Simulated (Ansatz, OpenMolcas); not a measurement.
# How basis sets differ on CH4ClGa (SMILES [CH3][GaH][Cl])

The species is CH4ClGa (7 atoms), meant as a singlet with charge 0. As SMILES, `[CH3][GaH][Cl]`. The shape is that of a PBE0-D4/def2-TZVP optimisation.

| atom | x (Å) | y (Å) | z (Å) |
| --- | --- | --- | --- |
| C | -0.7305 | 0.5883 | -0.2007 |
| Ga | 0.8463 | -0.5381 | 0.0357 |
| Cl | 0.8650 | -1.7948 | 1.7928 |
| H | -0.4359 | 1.6372 | -0.2838 |
| H | -1.4183 | 0.4736 | 0.6363 |
| H | -1.2459 | 0.3187 | -1.1260 |
| H | 2.1193 | -0.6848 | -0.8543 |

Quantity: the dipole moment, in D. The values are calculated.

```json
{"level": "HF/ANO-R0 (sfX2C)", "kind": "Hartree–Fock", "program": "OpenMolcas", "value (D)": "1.69", "CPU time": "8.8 s"}
{"level": "HF/STO-3G", "kind": "Hartree–Fock", "program": "Ansatz", "value (D)": "2.87", "CPU time": "0.75 s"}
{"level": "HF/3-21G", "kind": "Hartree–Fock", "program": "OpenMolcas", "value (D)": "3.68", "CPU time": "4.3 s"}
{"level": "HF/ANO-S-VDZP (RICD fitting)", "kind": "Hartree–Fock", "program": "OpenMolcas", "value (D)": "2.87", "CPU time": "6.6 s"}
{"level": "HF/def2-SVP", "kind": "Hartree–Fock", "program": "OpenMolcas", "value (D)": "2.63", "CPU time": "12 s"}
{"level": "HF/def2-TZVP", "kind": "Hartree–Fock", "program": "Ansatz", "value (D)": "2.69", "CPU time": "9.7 s"}
```

All-electron rows without a relativistic Hamiltonian named are non-relativistic. The values span 1.69 to 3.68 D. Magnitudes only. Sets without polarisation functions give poor dipoles. Without the sets that lack polarisation functions the rows with a basis span only 2.63 to 2.87 D. Times are those of the runs behind each value, whatever else they computed, on shared processors of several kinds: orders of magnitude only.
